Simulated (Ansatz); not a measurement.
K2S2. Charge 0, multiplicity 3. Geometry r2SCAN-D4/def2-TZVPD, that of the charge -1 doublet; atoms count from 1.

```
atom    x (Å)    y (Å)    z (Å)
  K1  -1.8409   0.0187  -1.4261
  K2   1.7564  -1.4228   0.5599
  S3   0.6495   1.1456  -0.3451
  S4  -0.5650   0.2586   1.2113
```

At PBE0-D4/def2-TZVPD a singlet of charge 0 lies 1.58 eV below the triplet at the same geometry. The structure comes from a short search, and lower isomers may exist.

(1) Estimate the Mulliken populations from the PBE0/def2-TZVPD orbitals of Ansatz.

(2) Where does the spin sit?

(3) And the Mayer bond orders between bonded heavy atoms (over 0.3)?

Answers

(1) 
| atom | charge (e) | spin (α − β) |
| --- | --- | --- |
| K1 | 0.44 | 0.51 |
| K2 | 0.44 | 0.51 |
| S3 | -0.44 | 0.49 |
| S4 | -0.44 | 0.49 |
Mulliken values and Mayer orders depend strongly on the basis. With diffuse functions, as here, like atoms can get unlike values, and bond orders can come out too low or too high.

(2) Summed by element: K 1.02, S 0.98, of 2 unpaired in all. Largest on single atoms: K1 0.51, K2 0.51, S3 0.49.

(3) K1–K2 0.52 (4.35 Å); S3–S4 1.37 (2.16 Å).
